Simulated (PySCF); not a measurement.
Job file and geometry (Å, from GFN2-xTB) of an NMR shielding run on SMILES [Si@@H]1(O)C(=C)[C@@H](OC)CS1, C$_{5}$H$_{10}$O$_{2}$SSi, GIAO PBE0/pcSseg-1 NMR shielding, non-relativistic, gas phase (PySCF 2.14.0, density-fitted response routines); density fitting, a coarse starting grid and PySCF grid level 2 are the driver's defaults:

```
$ OMP_NUM_THREADS=1 python probes_run.py task.json out

{"job": {"kind": "nmr", "xc": "PBE0", "basis": "pcSseg-1"}, "charge": 0, "multiplicity": 1}
C      0.825623    -0.176075     1.859091
C      0.546910    -0.064408     0.571346
C     -0.581802    -0.783511    -0.114044
O     -1.512833     0.167153    -0.607800
C     -2.251112     0.813906     0.394961
C     -0.037748    -1.534917    -1.323837
S      1.162479    -0.528634    -2.274500
Si     1.397640     0.968841    -0.752220
O      2.942242     1.373079    -0.472661
H      0.264289    -0.822850     2.518442
H      1.635122     0.376786     2.306319
H     -1.092956    -1.494936     0.557172
H     -2.917821     1.505618    -0.115349
H     -2.843518     0.092956     0.972156
H     -1.601862     1.368424     1.082205
H     -0.849235    -1.787916    -2.003520
H      0.476232    -2.442455    -1.008955
H      0.774427     2.238888    -1.067912
H      3.654119     0.739301    -0.528355
```

Task: Write the output of this run.

Result: 
```
coarse grid: 17056 points
cycle   1  E = -1033.7804142257  dE =  1.298e+00  |g| = 8.689e-01  |ddm| = 4.076e+00
cycle   2  E = -1033.6201384176  dE =  1.603e-01  |g| = 1.287e+00  |ddm| = 1.884e+00
cycle   3  E = -1033.9187004220  dE = -2.986e-01  |g| = 1.256e-01  |ddm| = 1.285e+00
cycle   4  E = -1033.9218643753  dE = -3.164e-03  |g| = 4.369e-02  |ddm| = 1.627e-01
cycle   5  E = -1033.9222941937  dE = -4.298e-04  |g| = 1.261e-02  |ddm| = 5.141e-02
cycle   6  E = -1033.9223235467  dE = -2.935e-05  |g| = 6.040e-03  |ddm| = 1.658e-02
cycle   7  E = -1033.9223321897  dE = -8.643e-06  |g| = 1.207e-03  |ddm| = 6.158e-03
final grid: 155848 points
cycle   8  E = -1033.9991804284  dE = -2.913e-05  |g| = 1.367e-02  |ddm| = 3.445e-02
cycle   9  E = -1033.9991379120  dE =  4.252e-05  |g| = 2.026e-02  |ddm| = 2.690e-02
cycle  10  E = -1033.9992169508  dE = -7.904e-05  |g| = 1.590e-03  |ddm| = 1.717e-02
cycle  11  E = -1033.9992174812  dE = -5.304e-07  |g| = 2.331e-04  |ddm| = 1.773e-03
cycle  12  E = -1033.9992174943  dE = -1.308e-08  |g| = 8.355e-05  |ddm| = 4.601e-04
cycle  13  E = -1033.9992174958  dE = -1.517e-09  |g| = 3.028e-05  |ddm| = 1.133e-04
cycle  14  E = -1033.9992174960  dE = -1.864e-10  |g| = 5.635e-06  |ddm| = 3.146e-05
converged SCF energy = -1033.9992174960

GIAO shielding tensors (ppm)
atom      isotropic    diamagn.    paramagn.     s11        s22        s33       span
  0 C       54.646     253.344    -198.698    -58.462     59.337    163.064    221.526
  1 C       28.510     267.916    -239.406    -71.817     12.355    144.993    216.810
  2 C       98.745     246.890    -148.145     83.247     92.861    120.127     36.880
  3 O      280.221     397.870    -117.649    230.146    270.362    340.154    110.008
  4 C      130.472     245.542    -115.069     98.831    110.490    182.096     83.265
  5 C      146.394     249.374    -102.979    125.350    148.505    165.327     39.978
  6 S      658.237    1057.737    -399.501    542.654    639.404    792.652    249.998
  7 Si     353.737     878.625    -524.888    309.543    342.589    409.078     99.535
  8 O      300.278     384.941     -84.663    258.233    304.915    337.687     79.454
  9 H       25.711      32.015      -6.303     22.023     24.871     30.240      8.217
 10 H       25.781      30.806      -5.026     22.406     24.583     30.354      7.948
 11 H       28.220      34.119      -5.898     25.708     26.949     32.004      6.296
 12 H       28.079      28.872      -0.793     23.803     25.566     34.866     11.063
 13 H       28.859      29.769      -0.910     24.928     25.849     35.801     10.873
 14 H       28.355      31.016      -2.661     24.156     27.604     33.306      9.150
 15 H       28.628      30.638      -2.011     23.099     27.019     35.765     12.667
 16 H       28.546      31.141      -2.594     22.583     27.511     35.545     12.962
 17 H       26.268      28.974      -2.706     21.842     25.637     31.325      9.483
 18 H       30.100      30.267      -0.168     22.018     25.080     43.201     21.184
```

Task: Turn these shieldings into chemical shifts. References, each an isolated molecule treated in the same way: $^{13}$C (186.93 ppm) and $^{29}$Si (349.16 ppm) and $^{1}$H (31.72 ppm) against TMS; $^{17}$O (336.08 ppm) vs H2O; CS2 for $^{33}$S (503.73 ppm).

Result: Averaging equivalent atoms: C 1: 158.4; C 0: 132.3; C 2: 88.2; C 4: 56.5; C 5: 40.5; O 3: 55.9; O 8: 35.8; S 6: -155; Si 7: -4.6; H 9: 6.01; H 10: 5.94; H 17: 5.45; H 11: 3.50; H 12/13/14: 3.29; H 16: 3.17; H 15: 3.09; H 18: 1.62 ppm. Experimental scales use liquid or dissolved standards, which lie at an offset from isolated H2O (liquid H2O: subtract about 36 ppm).

Size and cost of the density-fitted run: 217 basis functions, 110 s wall time on 1 thread of an Arm Neoverse N1, shared host; peak memory 0.93 GiB.
